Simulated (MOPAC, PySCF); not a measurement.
H₉BSi₃, SMILES `[SiH3]B([SiH3])[SiH3]`, neutral singlet in the gas phase. 

Cartesian coordinates (Å):
```xyz
13

Si    -1.4913    -1.3067     0.3142
B      0.0022    -0.0253    -0.0521
Si     1.9046    -0.6369    -0.1567
Si    -0.4156     1.9240    -0.2209
H     -1.6644    -1.2585     1.7943
H     -2.7741    -0.8841    -0.3036
H     -1.2223    -2.7136    -0.0732
H      2.3410    -0.7072     1.2679
H      2.8053     0.3102    -0.8606
H      2.0731    -1.9847    -0.7550
H      0.6783     2.8161     0.2393
H     -1.6784     2.3444     0.4360
H     -0.5767     2.1168    -1.6916
```
Charge 0, spin multiplicity 1.

All levels are single points at this geometry (B3LYP-D3(BJ)/def2-TZVP); Pople sets use spherical d functions. Orbital energies aren't observables, and empty levels follow the basis.

M06-2X/6-31G* in PySCF gives HOMO (eV) = -8.96.

Estimate the HOMO (eV) from each of these levels: B3LYP-D3(BJ)/def2-TZVP in PySCF; B3LYP/3-21G in PySCF; B3LYP/LANL2DZ in PySCF; SVWN5/6-31G* in PySCF; HF/6-31G* in PySCF; AM1 in MOPAC; PM3 in MOPAC; PM6 in MOPAC.


| level | HOMO (eV) |
|---|---|
| B3LYP-D3(BJ)/def2-TZVP in PySCF | -7.81 |
| B3LYP/3-21G in PySCF | -7.83 |
| B3LYP/LANL2DZ in PySCF | -7.85 |
| SVWN5/6-31G* in PySCF | -6.77 |
| HF/6-31G* in PySCF | -10.69 |
| AM1 in MOPAC | -10.16 |
| PM3 in MOPAC | -9.53 |
| PM6 in MOPAC | -9.12 |
